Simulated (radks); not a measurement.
Task: All-electron atom: neutral cobalt in [Ar] 3d8 7p1 (not the ground configuration). Calculated with a radial shooting solver on a logarithmic mesh with Libxc functionals: scalar-relativistic Kohn-Sham, PBEsol, spin-polarised, spherical densities, point nucleus; open shells are filled with parallel spins first. Some entries of the table are withheld. Estimate them.

orbital  occ.  eigenvalue (hartree)  <r> (bohr)
1s down     1             -278.8371     0.05623
1s up       1             -278.8371     0.05623
2s up       1             -33.06280      0.2557
2s down     1             -33.02697      0.2556
2p up       3             -28.33476      0.2251
2p down     3             -28.30762      0.2250
3s up       1                   (1)         (2)
3s down     1                   (3)         (4)
3p up       3              -2.52081      0.8234
3p down     3              -2.44699      0.8258
3d up       5              -0.43656       1.119
3d down     3              -0.37102       1.165
7p up       1              -0.01718       31.36

Result: 
(1) 3s up eigenvalue (hartree): -3.86111
(2) 3s up <r> (bohr): 0.7781
(3) 3s down eigenvalue (hartree): -3.78589
(4) 3s down <r> (bohr): 0.7794
